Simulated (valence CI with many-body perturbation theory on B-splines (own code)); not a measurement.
Energy levels of Co12+

Level of theory: relativistic CI+MBPT: five valence electrons over a frozen Dirac-Fock core [Ne], a basis of 9 s, 9 p, 8 d, 6 f, 3 g, 1 h functions for each j, with the one-electron correlation potential Σ1 (screened to all orders), the two-electron term Σ2, the three-electron term Σ3, Breit, model QED; selected single and double excitations, second order for the rest, scaled by the run's own slope (own B-spline code, finite nucleus).

No measured spectrum was set against this ion. As an estimate, levels of excited configurations hold to 0.05 to 0.15 % of their energy, terms of the ground configuration to about 0.5 %. Among the levels kept, up to 1600 cm⁻¹ of a level comes from second order outside the variational space, and about a tenth of that is noise between levels of different J, which matters for small intervals.

Levels 1 to 32 of 32, with energies above the lowest level, 3s²3p³ ⁴S°_3/2. "Leading %" is the weight of the configuration and term that name the level; weights of strongly mixed levels are sums over their largest components and can fall short, so below about 35 % the name and the second component can differ from the true leading terms, or belong to a minority configuration. Lifetimes count E1, E2, E3, M1 and M2 decay at the calculated energies, and are blank where another channel may lead or the interval is too uncertain; long ones can be off by a factor of two.

| No. | Configuration | Term | J | E (cm⁻¹) | Leading % | Second component | Lifetime |
| --- | --- | --- | --- | --- | --- | --- | --- |
| 1 | 3s²3p³ | ⁴S° | 3/2 | 0 | 93 |  |  |
| 2 | 3s²3p³ | ²D° | 3/2 | 43925 | 83 | 12 % 3s²3p³ ²P° | 9.76 ms |
| 3 | 3s²3p³ | ²D° | 5/2 | 49953 | 97 |  | 147 ms |
| 4 | 3s²3p³ | ²P° | 1/2 | 79831 | 96 |  | 2.37 ms |
| 5 | 3s²3p³ | ²P° | 3/2 | 88505 | 80 | 14 % 3s²3p³ ²D° | 988 μs |
| 6 | 3s3p⁴ | ⁴P | 5/2 | 295130 | 87 | 9 % 3s²3p²3d ⁴P | 540 ps |
| 7 | 3s3p⁴ | ⁴P | 3/2 | 307000 | 88 | 10 % 3s²3p²3d ⁴P | 493 ps |
| 8 | 3s3p⁴ | ⁴P | 1/2 | 312090 | 87 | 10 % 3s²3p²3d ⁴P | 463 ps |
| 9 | 3s3p⁴ | ²D | 3/2 | 365720 | 75 | 19 % 3s²3p²3d ²D | 236 ps |
| 10 | 3s3p⁴ | ²D | 5/2 | 368410 | 76 | 19 % 3s²3p²3d ²D | 267 ps |
| 11 | 3s²3p²3d | ²P | 3/2 | 418610 | 49 | 45 % 3s3p⁴ ²P | 96.0 ps |
| 12 | 3s3p⁴ | ²P | 1/2 | 423600 | 31 | 30 % 3s3p⁴ ²S | 84.4 ps |
| 13 | 3s3p⁴ | ²S | 1/2 | 442960 | 50 | 19 % 3s²3p²3d ²P | 107 ps |
| 14 | 3s²3p²3d | ⁴F | 3/2 | 456190 | 92 |  | 3.28 ns |
| 15 | 3s²3p²3d | ⁴F | 5/2 | 460920 | 90 | 6 % 3s²3p²3d ⁴D | 5.81 ns |
| 16 | 3s²3p²3d | ⁴F | 7/2 | 467860 | 91 | 5 % 3s²3p²3d ⁴D | 28.1 ns |
| 17 | 3s²3p²3d | ²F | 5/2 | 473830 | 77 | 18 % 3s²3p²3d ⁴D | 6.53 ns |
| 18 | 3s²3p²3d | ⁴F | 9/2 | 476220 | 94 |  |  |
| 19 | 3s²3p²3d | ²F | 7/2 | 479180 | 52 | 43 % 3s²3p²3d ⁴D | 22.9 ns |
| 20 | 3s²3p²3d | ⁴D | 1/2 | 479490 | 95 |  | 993 ps |
| 21 | 3s²3p²3d | ⁴D | 3/2 | 480720 | 91 |  | 982 ps |
| 22 | 3s²3p²3d | ⁴D | 5/2 | 486070 | 71 | 20 % 3s²3p²3d ²F | 1.44 ns |
| 23 | 3s²3p²3d | ⁴D | 7/2 | 497660 | 49 | 43 % 3s²3p²3d ²F | 531 ns |
| 24 | 3s²3p²3d | ²G | 7/2 | 530190 | 94 |  | 2.51 ns |
| 25 | 3s²3p²3d | ²G | 9/2 | 534210 | 94 |  |  |
| 26 | 3s²3p²3d | ²P | 3/2 | 537180 | 48 | 42 % 3s3p⁴ ²P | 13.7 ps |
| 27 | 3s²3p²3d | ⁴P | 5/2 | 548130 | 82 | 8 % 3s3p⁴ ⁴P | 10.9 ps |
| 28 | 3s²3p²3d | ²P | 1/2 | 551750 | 47 | 33 % 3s3p⁴ ²P | 13.3 ps |
| 29 | 3s²3p²3d | ⁴P | 3/2 | 553160 | 78 | 8 % 3s3p⁴ ⁴P | 10.9 ps |
| 30 | 3s²3p²3d | ⁴P | 1/2 | 557170 | 72 | 8 % 3s3p⁴ ⁴P | 10.4 ps |
| 31 | 3s²3p²3d | ²D | 3/2 | 563650 | 81 | 6 % 3s²3p²3d ⁴P | 48.6 ps |
| 32 | 3s²3p²3d | ²D | 5/2 | 576530 | 84 | 8 % 3s3p⁴ ²D | 23.9 ps |

Names give the largest LS component (configuration and term), which can be under half, so a name can repeat, a term be missing and a line seem to break the LS rules; names also repeat where a configuration has a term twice.

The ionisation energy to 3s²3p² ³P0 of the next ion comes out as 374.59 eV (NIST: 378.5 ± 0.7 eV (semi-empirical), further off than twice its uncertainty). All 32 levels together are meant to be complete up to 586090 cm⁻¹.
